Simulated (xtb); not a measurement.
HfI3, SMILES [I][Hf+]([I])[I], charge +1, multiplicity 1. All values are semi-empirical tight-binding results from xtb (GFN2-xTB unless named), good for trends rather than for accurate numbers. Geometry: GFN2-xTB. The multiplicity is an assumed one; no other spin state was optimised. The isomer is the one that the SMILES or the coordinates give; other isomers of the formula were not compared.

For metal compounds this method's bond lengths and energies can be far off.

Computed properties:
The point group as xtb finds it is D3h and the orbital gap is 3.21 eV. The zero-point energy comes out as 0.9 kcal/mol and the G − E(el) at 298.15 K (modified RRHO) is -22.4 kcal/mol.
